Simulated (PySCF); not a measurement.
A calculated (r2SCAN, PySCF 2.14, aug-cc-pwCVQZ, no relativity, point nucleus) atom or ion has these occupied shells.

| shell | electrons | orbital energy (eV) | rms radius, mean of both spins (bohr) |
| --- | --- | --- | --- |
| 1s α | 1 | -921.62 | 0.183 |
| 1s β | 1 | -916.91 | 0.183 |
| 2s α | 1 | -109.05 | 0.872 |
| 2s β | 1 | -98.067 | 0.872 |
| 2p α | 3 | -85.294 | 0.826 |

Q: Name the element and its charge.

A: Ne³⁺ (neon, charge +3), in [He] 2s2 2p3, high-spin 4S determinant.
